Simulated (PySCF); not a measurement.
Species: C5H6N2Si.
InChI=1S/C5H6N2Si/c6-4-5-2-1-3-7(5)8/h1-3H,8H3

The closed-shell ground state was solved at several levels (PySCF, density fitting, gas phase, non-relativistic). Isolated species at its PBE0-D3(BJ)/def2-SVP geometry, gas phase.

```csv
level,basis functions,HOMO (eV),LUMO (eV),gap (eV),dipole (D)
B3LYP/def2-SVPD,212,-6.72,-1.20,5.52,4.29
PBE0/pcSseg-1,173,-6.91,-0.96,5.95,4.28
```

**Question.** Estimate the row for wB97X-D/pcSseg-1, a basis of 173 functions; the other rows only guide the guess.

**Answer.** HOMO -8.66 eV, LUMO 0.74 eV, gap 9.40 eV, dipole 4.27 D.

**Question.** Over all these levels, which gives the widest orbital gap and which the narrowest?

**Answer.** wB97X-D/pcSseg-1 (range-separated hybrid) has the widest, 9.40 eV, and B3LYP/def2-SVPD (global hybrid, 20 % exact exchange) the narrowest, 5.52 eV. Functional and basis both differ between the two, so the spread mixes both effects.

**Question.** How far do the dipole and the HOMO energy spread over the levels?

**Answer.** The dipole runs from 4.27 to 4.29 D (mean 4.28 D) and the HOMO from -8.66 to -6.72 eV.
